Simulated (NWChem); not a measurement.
System: C$_{2}$HF$_{3}$Si; SMILES C#C[Si](F)(F)F

```xyz
7

C      0.0000     0.0000     2.6934
C      0.0000     0.0000     1.4787
Si     0.0000     0.0000    -0.3197
F      1.3456    -0.6397    -0.8930
F     -0.1188     1.4851    -0.8930
F     -1.2268    -0.8454    -0.8930
H      0.0000     0.0000     3.7702
```
Atoms are numbered in this order, from 1.

Computed with NWChem. Coordinates come from a PBE0/def2-SVP optimisation. Level: PBE0/def2-SVP with SMD (1 M gas to 1 M solution), gas-phase geometry. Reactions with the solvent are ignored.

For solvent 1,4-dioxane:

- solvation free energy (kcal/mol) = 0.4
- cavity-dispersion-structure term (kcal/mol) = 2.8
- dipole in solution (D) = 3.10

What are these values for solvent dimethyl sulfoxide?


* **solvation free energy (kcal/mol)**: -0.7
* **cavity-dispersion-structure term (kcal/mol)**: 3.9
* **dipole in solution (D)**: 3.43
